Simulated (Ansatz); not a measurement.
The cluster Ti4S3⁺, relaxed as a doublet with UKS PBE-D4/def2-SVP in Ansatz, starting from the GFN1-xTB geometry. Force threshold 0.03 eV/Å.

The relaxation made no stability test and no search for a lower SCF solution. At PBE0-D4/def2-TZVP a quartet of charge 1 lies 0.12 eV below the doublet, each at its own geometry. That quartet is doubtful there (⟨S²⟩ 4.40, where a pure state has 3.75). The structure comes from a short search, and lower isomers may exist.

Start:

```xyz
7

Ti   -1.055    0.114   -0.778
Ti   -1.462    0.414    1.850
Ti    1.457   -0.485    0.259
Ti    0.569    0.935   -2.567
S    -2.691   -0.911    0.514
S     2.518    0.100   -1.660
S     0.664   -0.167    2.382
```

| step | energy (eV) | largest force component (eV/Å) | SCF passes |
| --- | --- | --- | --- |
| 1 | -124905.1024 | 1.305 | 126 |
| 2 | -124905.5795 | 0.653 | 70 |
| 3 | -124905.8301 | 0.367 | 62 |
| 4 | -124905.9503 | 0.432 | 65 |
| 5 | -124906.1201 | 0.368 | 57 |
| 6 | -124906.2871 | 0.512 | 59 |
| 7 | -124906.4946 | 0.530 | 64 |
| 8 | -124906.6972 | 0.458 | 62 |
| 9 | -124906.8235 | 0.230 | 67 |
| 10 | -124906.8655 | 0.122 | 52 |
| 11 | -124906.8776 | 0.186 | 52 |
| 13 | -124906.8994 | 0.285 | 52 |
| 15 | -124907.1170 | 0.495 | 56 |
| 17 | -124907.3973 | 0.525 | 63 |
| 19 | -124907.9125 | 0.921 | 71 |
| 21 | -124908.3414 | 0.667 | 67 |
| 23 | -124908.6734 | 0.835 | 139 |
| 25 | -124909.4085 | 0.584 | 62 |
| 27 | -124909.4210 | 0.668 | 54 |
| 29 | -124909.4782 | 0.074 | 48 |
| 31 (rejected) | -124909.3280 | 0.745 | 71 |
| 33 | -124909.5002 | 0.133 | 83 |
| 35 | -124909.5130 | 0.134 | 66 |
| 37 | -124909.5159 | 0.018 | 53 |

Force components are those of the run's own axes.

End:

```csv
atom,x (Å),y (Å),z (Å)
Ti1,-0.9955,0.1002,-1.4181
Ti2,-1.1714,0.8268,0.9836
Ti3,0.6599,-1.1911,0.4061
Ti4,0.8408,1.4693,-0.3839
S5,-1.6533,-1.3835,0.3007
S6,1.2881,-0.4413,-1.7021
S7,1.0314,0.6196,1.8137
```

Bonds formed: Ti1–S6, Ti3–S5, Ti4–S7 (atoms count from 1). Metal–metal contacts that move far: Ti2–Ti4 4.89 to 2.52 Å.

No frequencies were taken in this run, so the end may be a saddle point.

It took 5.6 min on 4 threads of Arm Neoverse V2 on a shared host.
